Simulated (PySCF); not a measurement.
Correlation energy of K (potassium, neutral)

[Ar] 3d1, 2D determinant (an excited configuration). All numbers are calculated (PySCF 2.14, scalar relativity by spin-free X2C-1e, in x2c-TZVPPall with one added diffuse shell each of s, p, d type (7s5p4d, 42 functions)). Frozen: [Ne]; 9 electrons correlated.

| level | correlation energy (mhartree) |
| --- | --- |
| CCSD | -163.32 |
| (T) | -1.74 |
| CCSD(T) | -165.06 |

Diagnostics: T1 = 0.0046, D1 = 0.0179, largest double amplitude 0.023.

Task: Is a single reference adequate?

Result: Yes: T1 lies below 0.03 and no double amplitude reaches 0.07.

This basis was not built for core-valence correlation, so the inner-shell part is incomplete.
